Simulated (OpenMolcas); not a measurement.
Computed levels of 2s2 2p2 in ions with 6 electrons, in cm-1 above 3P0.

```yaml
Program: OpenMolcas
Method: CASSCF
Basis: ANO-RCC-VTZP
Scalar_Hamiltonian: DKH2, point nucleus
Spin-orbit_coupling: RASSI with atomic mean-field integrals over the reference wave functions, term energies averaged over their components
```

Active space for each ion: 4 electrons in 4 orbitals (2s 2p).

```csv
Level,C,N+,O2+,Ne4+
3P1,15.2,44.1,106,401
3P2,45.3,131,312,1154
1D2,12763,17523,22550,32773
1S0,21207,30700,40399,60764
```

Question: Estimate 3P2, 1D2, 1S0 for F3+ from its neighbours O2+ and Ne4+.

Answer: 3P2 is fine structure, which grows about as the fourth power of a screened charge, so the fourth roots are averaged: ((312^0.25 + 1154^0.25) / 2)^4 = 633. The calculation gives 653, so the estimate is off by -3.1 %; the measured value is 613 (Moore, Atomic Energy Levels, vol. I, NSRDS-NBS 35 (1971 reprint of NBS Circular 467, 1949)).
1D2 is another term, which grows about linearly with the charge: (22550 + 32773) / 2 = 27662. The calculation gives 27753, so the estimate is off by -0.3 %; the measured value is 25241 (Moore, Atomic Energy Levels, vol. I, NSRDS-NBS 35 (1971 reprint of NBS Circular 467, 1949)).
1S0 is another term, which grows about linearly with the charge: (40399 + 60764) / 2 = 50582. The calculation gives 50882, so the estimate is off by -0.6 %; the measured value is 53544 (Moore, Atomic Energy Levels, vol. I, NSRDS-NBS 35 (1971 reprint of NBS Circular 467, 1949)).

Without dynamic correlation excited terms often stand tens of per cent too high (terms of higher spin than the ground term too low), and those without a measured partner can miss by more than the paired ones (holds for C; N+). Measured partners are found by configuration, term and J. A level has none where our copy of the source lacks it or the pairing is in doubt (some pairs that miss far off the trend of their configuration count as doubtful), and it then counts in no deviation. Only configurations of the active space appear.
